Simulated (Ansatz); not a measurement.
The cluster Mg₃O₂⁺, relaxed as a doublet with UKS PBE-D4/def2-SVP in Ansatz, starting from the GFN1-xTB geometry. Force threshold 0.02 eV/Å.

Another isomer (doublet) lies 0.68 eV lower at PBE0-D4/def2-TZVP; other spin states weren't run for this one.

Start:

```xyz
5

Mg   -0.2597    1.4629   -0.3092
Mg   -0.7935   -0.7040    1.0919
Mg    1.0565   -0.7615   -0.7847
O     0.8662    0.3276    0.8413
O    -0.8696   -0.3251   -0.8392
```

```csv
step,energy (eV),largest force component (eV/Å),SCF passes
1,-20400.5402,0.597,31
2,-20400.5710,0.335,32
3,-20400.5859,0.041,32
4,-20400.5861,0.001,34
```

Force components are those of the run's own axes.

End:

Cartesian coordinates in Å:
```
Mg -0.2643 1.4867 -0.3094
Mg -0.8038 -0.7118 1.1060
Mg 1.0681 -0.7750 -0.7966
O 0.8895 0.3379 0.8639
O -0.8895 -0.3378 -0.8639
```

By distances, no bond broke or formed. The bond that changes most is Mg1–O5, from 1.96 to 2.01 Å (atoms count from 1).

No frequencies were taken in this run, so the end may be a saddle point.

Run time 7.5 s (4 threads of Arm Neoverse V2 on a shared host).
